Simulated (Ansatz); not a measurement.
## A geometry optimisation of CH4BeSn with PBE-D3(BJ)/def2-SVP

The starting geometry of this gas-phase singlet was optimised with GFN2-xTB; its bonds are those of `[BeH][CH2][SnH]`.

```yaml
atoms:
  - { symbol: C, position_ang: [-0.7827, -2.6085, -0.4763] }
  - { symbol: Be, position_ang: [-2.2938, -1.8055, -0.4955] }
  - { symbol: Sn, position_ang: [-0.4666, -4.7383, 0.1373] }
  - { symbol: H, position_ang: [-3.4086, -1.2508, -0.8043] }
  - { symbol: H, position_ang: [0.5899, -4.3454, 1.5972] }
  - { symbol: H, position_ang: [0.0053, -2.0368, 0.0191] }
  - { symbol: H, position_ang: [-0.5113, -2.6327, -1.5421] }
```

Task: Predict what it relaxes into with PBE-D3(BJ)/def2-SVP.

Result: It keeps its bonds, and is `[BeH][CH2][SnH]`.

The energy falls by 0.20 eV over 14 steps:

```json
{"step": "1", "E − E(last) (eV)": "0.195"}
{"step": "2", "E − E(last) (eV)": "0.092"}
{"step": "4", "E − E(last) (eV)": "0.033"}
{"step": "5", "E − E(last) (eV)": "0.017"}
{"step": "7", "E − E(last) (eV)": "0.003"}
{"step": "8", "E − E(last) (eV)": "0.002"}
{"step": "10", "E − E(last) (eV)": "0.000"}
{"step": "11", "E − E(last) (eV)": "0.000"}
{"step": "13", "E − E(last) (eV)": "0.000"}
{"step": "14", "E − E(last) (eV)": "0.000"}
```

Final geometry (Å):

```yaml
atoms:
  - { symbol: C, position_ang: [-0.5844, -2.6112, -0.7792] }
  - { symbol: Be, position_ang: [-2.0909, -2.0034, -0.4155] }
  - { symbol: Sn, position_ang: [-0.2701, -4.6441, 0.0425] }
  - { symbol: H, position_ang: [-3.3139, -1.5570, -0.0822] }
  - { symbol: H, position_ang: [-0.4084, -4.0335, 1.7425] }
  - { symbol: H, position_ang: [0.1250, -1.9572, -0.2140] }
  - { symbol: H, position_ang: [-0.3252, -2.6117, -1.8586] }
```

The end wasn't checked by frequencies. Atoms past krypton carry core potentials, without spin–orbit terms. Run with Ansatz 0.2.0, 46 s on 1 thread of AMD EPYC (Zen 3), on a shared host.
